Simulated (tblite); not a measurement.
H3O4Si (doublet state).
Atom-mapped SMILES: `[O:1][Si:2]([OH:3])([OH:4])[OH:5]` (hydrogens: H6 on O3; H7 on O4; H8 on O5)

Cartesian coordinates in Å at the GFN2-xTB level; atoms count from 1:
```xyz
8
H3O4Si angstrom
O      0.7733   -0.3423    1.5798
Si    -0.0447   -0.0787    0.2504
O     -0.9084    1.2730    0.0508
O      1.3827    0.0919   -0.6106
O     -0.9383   -1.3049   -0.2941
H     -0.5272    2.1081    0.3076
H      2.0210   -0.6167   -0.5485
H     -1.7493   -1.1209   -0.7600
```

Structure optimised with GFN2-xTB, isolated species. This method treats the open shell by occupation alone, without spin polarisation.

Masses are those of the commonest isotopes; rigid-rotor values at the optimised geometry. The values belong to one conformer with, in the numbering `[O:1][Si:2]([OH:3])([OH:4])[OH:5]`, O1–Si2–O3–H 44°, O1–Si2–O4–H 54°, O1–Si2–O5–H 148°.

(1) What are A, B and C (MHz)?

(2) Classify the top.

(3) What does the inertial defect say?

(4) Where do the levels up to J = 2 lie, in MHz?

## Answers

(1) Ia = 105.20, Ib = 121.68, Ic = 138.43 u·Å²; 505379 MHz·u·Å²/I gives A = 4804, B = 4153, C = 3651 MHz.

(2) An asymmetric top: κ = (2 × 4153 − 4804 − 3651)/(4804 − 3651) = -0.13.

(3) Not planar: Δ = Ic − Ia − Ib = -88.45 u·Å². For a rigid frame Δ = −2 Σ m c², so Σ m c² = 44.22 u·Å² lies off the ab plane: 1.75 from hydrogen and 42.47 from heavier atoms. The atom farthest from that plane is 1.24 Å away.

(4) Above 0(0,0):
J = 1: 1(0,1) 7804, 1(1,1) 8455, 1(1,0) 8957
J = 2: 2(0,2) 23213, 2(1,2) 23560, 2(1,1) 25068, 2(2,1) 27020, 2(2,0) 27219

For this open shell read J as N, the rotation without spin; fine and hyperfine splittings come on top. Its GFN2-xTB frequencies are all real (lowest 152 cm⁻¹). Constants of a rigid frame at the computed geometry: no zero-point averaging, no centrifugal distortion.
